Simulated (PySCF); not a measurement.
disodium (Na2), singlet, geometry from GFN2-xTB (such geometries of metal compounds can be far from the true shape). Base run: PBE/def2-TZVP in PySCF.

PySCF was given this input:
```python
from pyscf import gto, scf, dft

mol = gto.M(
    atom='''
Na   -0.000000   -0.000000   -1.366349
Na    0.000000    0.000000    1.366349
''',
    basis='def2-tzvp',
    charge=0,
    spin=0,
    verbose=4,
)

mf = dft.RKS(mol)
mf.xc = 'pbe'
mf.kernel()
mf.analyze()
```

Variants of this job, named by their change:

| change | basis functions | E (Eh) | HOMO (eV) | HOMO-LUMO gap (eV) |
|---|---|---|---|---|
| base | 64 | -324.34620 | -3.23 | 1.55 |
| basis = x2c-TZVPall; relativity = none | 64 | -324.30824 | -3.22 | 1.55 |
| basis = cc-pVDZ-DK; relativity = spin-free X2C; nucleus = Gaussian (with nucmod='G') | 36 | -324.76866 | -3.22 | 1.54 |
| basis = jorge-DZP-DKH; relativity = spin-free X2C | 48 | -324.76543 | -3.21 | 1.54 |
| basis = jorge-DZP-DKH; relativity = spin-free X2C; nucleus = Gaussian (with nucmod='G') | 48 | -324.76531 | -3.21 | 1.54 |
| basis = jorge-DZP-DKH; relativity = none | 48 | -324.30521 | -3.21 | 1.54 |
| basis = x2c-TZVPall; relativity = spin-free X2C; nucleus = Gaussian (with nucmod='G') | 64 | -324.77054 | -3.23 | 1.55 |
| basis = cc-pVDZ-DK; relativity = spin-free X2C | 36 | -324.76878 | -3.22 | 1.54 |
| basis = cc-pVDZ-DK; relativity = none | 36 | -324.29231 | -3.22 | 1.54 |
| basis = x2c-TZVPall; relativity = spin-free X2C | 64 | -324.77066 | -3.23 | 1.55 |

Absolute energies of different levels of theory aren't comparable as measures of quality.

Basis sets contracted for a relativistic Hamiltonian are a mismatch without it, so the rows without relativity aren't non-relativistic limits. No row has spin-orbit coupling; sets with core potentials leave out the core electrons.
